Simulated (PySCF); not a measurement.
Coordinates in bohr (charge 0 multiplicity 3):
```
Nb    0.0000    0.0000   -0.1183
F     0.0000    0.0000    3.4668
F     3.2703    0.0000   -1.4514
F    -3.2703    0.0000   -1.4514
```

Method: PySCF, UB3LYP, basis Nb def2-SVP with ECP28, F def2-SVP (scalar-relativistic core potentials, no spin–orbit coupling, density fitting).

This geometry of NbF₃ is a stationary point at this level.

Task: What is the point group?

Result: C2v.

Task: Is it a minimum?

Result: No: it has 1 imaginary mode, at 89i cm⁻¹ (b2).

Task: Which band is strongest in the infrared?

Result: 684 cm⁻¹ (b2), 233 km/mol.

Task: What are the dipole moment and the gap between the highest occupied and lowest empty levels of either spin?

Result: 1.11 D and 2.78 eV.

Task: Give the atomic charges and bond orders.

Result: 
| atom | Mulliken | Löwdin | polar tensor | spin (Mulliken) | Mayer order to Nb1 |
| --- | --- | --- | --- | --- | --- |
| Nb1 | 1.05 | 0.46 | 1.94 | 1.98 | – |
| F2 | -0.36 | -0.18 | -0.67 | 0.05 | 1.08 |
| F3,4 | -0.34 | -0.14 | -0.63 | -0.01 | 1.12 |

This need not be the most stable arrangement of these atoms. Other spin states or occupations of the open shell can lie lower.
